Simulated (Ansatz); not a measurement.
System: C₂H₆AlF, net charge 0, singlet state. SMILES: [CH3][Al]([CH3])[F]
Structure (B3LYP-D3(BJ)/def2-TZVP (Ansatz, a quantum-chemistry and plane-wave program) minimum search):
```
Al
F 1 1.6645
C 1 1.9465 2 116.29
H 3 1.0919 1 112.59 2 178.10
H 3 1.0937 4 107.97 1 122.82
H 3 1.0940 4 107.84 5 114.61
C 1 1.9465 2 116.29 3 180.00
H 7 1.0919 1 112.59 2 178.10
H 7 1.0937 8 107.97 1 122.82
H 7 1.0940 8 107.84 9 114.61
```

Parts of the frozen-core correlation energy in 6-31G (Ansatz, hartree). Frozen orbitals: 8; correlated occupied orbitals by spin: 12 and 12; virtual: 32 and 32. Spin-orbit coupling is left out. No relativistic terms.

```
term                            value
-------------------------  ----------
reference (HF)             -420.59271
MP2 opposite-spin                 ___
MP2 same-spin                     ___
CCSD correlation                  ___
(T)                          -0.00661
T1 diagnostic                   0.012
largest doubles amplitude       0.040
```

Fill in the missing entries.


- MP2 opposite-spin, value: -0.26502
- MP2 same-spin, value: -0.07680
- CCSD correlation, value: -0.37373
